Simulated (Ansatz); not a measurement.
Gas-phase electronic energies from Ansatz, PBE0-D4/def2-TZVP geometries. CCSD(T)/CBS is the MP2 limit (def2-TZVPP, def2-QZVPP) plus CCSD(T) − MP2 in def2-TZVPP, frozen cores. Functionals use def2-TZVPP. def2 core potentials past Kr. For In outer-core shells are correlated without core-valence functions, which leaves a few kJ/mol of doubt a bond. Each species was taken in one conformer, which may not be the lowest.

Consider the redistribution: `[SiH3]OB(S)Cl` + `[OH][In]([OH])[O][SiH3]` → `[SiH3]OB(S)O[SiH3]` + `[OH][In]([OH])[Cl]`.

```
                  species  B2PLYP energy (Eh)
          `[SiH3]OB(S)Cl`         -1250.15215
`[OH][In]([OH])[O][SiH3]`          -708.03227
     `[SiH3]OB(S)O[SiH3]`         -1156.50575
     `[OH][In]([OH])[Cl]`          -801.72102
```

Work out ΔE.

ΔE = (-1156.50575) + (-801.72102) − (-1250.15215) − (-708.03227) = -0.04235 Eh = -111.2 kJ/mol. CCSD(T)/CBS gives -107.0 kJ/mol.

Largest T1 diagnostic among the species: 0.016.

In def2-TZVPP, CCSD(T) changes the Hartree–Fock value by +28.3 kJ/mol (the triples alone add +4.8 kJ/mol) and MP2 by +33.5 kJ/mol. From PBE to PBE0 (25 % exact exchange), in def2-TZVPP and without D4, ΔE moves by −8.8 kJ/mol.
